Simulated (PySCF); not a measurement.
## Ionising NaTl

r²SCAN; PySCF, scalar-relativistic core potentials, basis sets Na def2-SVPD, Tl def2-SVPD with ECP60. Neutral (UKS): singlet (closed shell), Re = 3.278 Å, ωe = 133 cm⁻¹, De = 0.70 eV, HOMO -2.92 eV, LUMO -2.08 eV.

NaTl⁺ (UKS): doublet (σ ↑), Re = 3.630 Å, ωe = 89.5 cm⁻¹. The energies at the minima are -334.78538 hartree for NaTl and -334.61216 for NaTl⁺.

(1) Work out the adiabatic ionisation energy, without and with harmonic zero-point energies (1 hartree = 27.2114 eV, 1 eV = 8065.5 cm⁻¹), and the change of the bond length.

Closed-shell solutions of metal pairs were not tested for spin polarisation, which can lower them a little. Spin–orbit coupling is left out, which matters for elements this heavy, above all for dissociation energies. States were picked by a PBE0 search and need not be the measured ground states.

Results:

(1) At r²SCAN: 0.17322 hartree = 4.714 eV between the minima; the zero-point term (89.5 − 133.0)/2 cm⁻¹ = -0.003 eV makes it 4.711 eV. Re changes by +35.2 pm against the neutral. Minus the HOMO energy is 2.92 eV, -1.79 eV from the value between the minima; self-interaction puts the Kohn–Sham level too high, less so with exact exchange. The electron leaves a σ orbital, and the longer bond of the ion fits a bonding orbital, or a change in how ionic the bond is.
